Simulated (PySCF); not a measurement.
# Energy of W⁻ (tungsten, charge -1) between two integer charges

The 5d alpha orbital of [Xe] 4f14 5d5 6s2 is emptied in steps (occupation f), with all orbitals relaxed, ending at [Xe] 4f14 5d4 6s2. Computed with PySCF 2.14 in aug-cc-pVTZ-PP with ECP60MDF (6s6p5d3f2g, 88 functions), with a scalar-relativistic core potential. The exact energy is a straight line in f; departures are measured from the line between the end points of the same method.

| f | B3LYP (eV) |
| --- | --- |
| 1 | 0.000 |
| 0.9 | -0.183 |
| 0.7 | -0.442 |
| 0.5 | -0.540 |
| 0.3 | -0.458 |
| 0.1 | -0.194 |
| 0 | 0.000 |

| method | E(f=0) − E(f=1) (eV) | −ε at f=1 (eV) | −ε at f=0.5 (eV) |
| --- | --- | --- | --- |
| B3LYP | 1.330 | -0.657 | 1.280 |

Orbital energy along the path (eV):

```tsv
f	B3LYP
1	0.657
0.9	0.332
0.7	-0.420
0.5	-1.280
0.3	-2.199
0.1	-3.081
0	-3.448
```

At f = 1 the orbital energy is positive for B3LYP: only the finite basis holds the electron.

Reference removal energy between the ground levels: 0.817 eV (measured; photodetachment measurements, as compiled on the Wikipedia data page of electron affinities). The calculation has no spin-orbit coupling. The determinant left behind need not be the lowest term of the ion.
